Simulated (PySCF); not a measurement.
SMILES [SiH3][SiH2][SiH2][SiH2][SiH3] (GFN2-xTB optimised geometry):

```
17

Si     3.845    -1.732     0.020
Si     1.530    -1.820     0.040
Si     0.364     0.188     0.000
Si    -1.959     0.188     0.000
Si    -3.044     2.235     0.000
H      4.362    -0.996     1.176
H      4.508    -3.040     0.038
H      4.343    -1.039    -1.172
H      1.064    -2.645    -1.090
H      1.082    -2.589     1.215
H      0.824     1.009     1.136
H      0.824     0.965    -1.166
H     -2.419    -0.608    -1.152
H     -2.419    -0.607     1.153
H     -2.694     3.025     1.184
H     -2.666     3.040    -1.165
H     -4.508     2.152    -0.018
```

Method: CAM-B3LYP/def2-SVP run with PySCF 2.14.0.

What are the frontier orbital energies and the dipole moment?

HOMO-2 -10.32 eV, HOMO-1 -9.85 eV, HOMO -9.20 eV, LUMO -0.02 eV, LUMO+1 1.34 eV; dipole moment 0.13 D.

On the same geometry PBE/def2-SVP (PySCF) gives HOMO-2 -7.80 eV, HOMO-1 -7.38 eV, HOMO -7.01 eV, LUMO -1.89 eV, LUMO+1 -0.69 eV; dipole moment 0.10 D.

Meta-Löwdin charges at CAM-B3LYP/def2-SVP: Si1 0.27, Si2 0.15, Si3 0.15, Si4 0.15, Si5 0.27, H6 -0.09, H7 -0.08, H8 -0.09, H9 -0.08, H10 -0.08, H11 -0.08, H12 -0.08, H13 -0.08, H14 -0.08, H15 -0.09, H16 -0.09, H17 -0.08.
